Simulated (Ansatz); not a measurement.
Gas-phase reaction in SMILES: [SiH3][SiH2]Cl -> [SiH2][SiH2]Cl + H atom (the H-Si bond at the site shown breaks; other sites are not compared here)
Each molecule is optimised on its own at B3LYP-D3(BJ)/def2-TZVP (Ansatz, a first-principles code), one conformer each, not searched for the lowest.

Property: bond dissociation energy (electronic energy difference), in eV. Cores are frozen in the correlated levels unless marked. UHF or UKS for open shells. No spin-orbit coupling. Non-relativistic. CBS marks a two-point X^-3 extrapolation of the correlation energy; Hartree-Fock from the larger set.

| level | program | bond dissociation energy (eV) |
|---|---|---|
| PBE-D3(BJ)/def2-TZVPD | Ansatz + dftd3 | 3.82 |
| B3LYP-D4/def2-TZVPD | Ansatz + dftd4 | 4.00 |
| PBE0/STO-3G | Ansatz | 5.41 |
| r2SCANh-D4/def2-TZVPD | Ansatz + dftd4 | 3.86 |
| r2SCAN0-D4/def2-TZVPD | Ansatz + dftd4 | 3.87 |
| HSE06-D4/def2-TZVPD | Ansatz + dftd4 | 3.85 |
| B2PLYP-D3(BJ)/def2-TZVPD | Ansatz + dftd3 | 3.97 |

Predict the CCSD(T)/CBS(aug-cc-pV(T+d)Z,aug-cc-pV(Q+d)Z) result (Ansatz).

4.06 eV, so B2PLYP-D3(BJ)/def2-TZVPD differs from it by -0.09 eV.
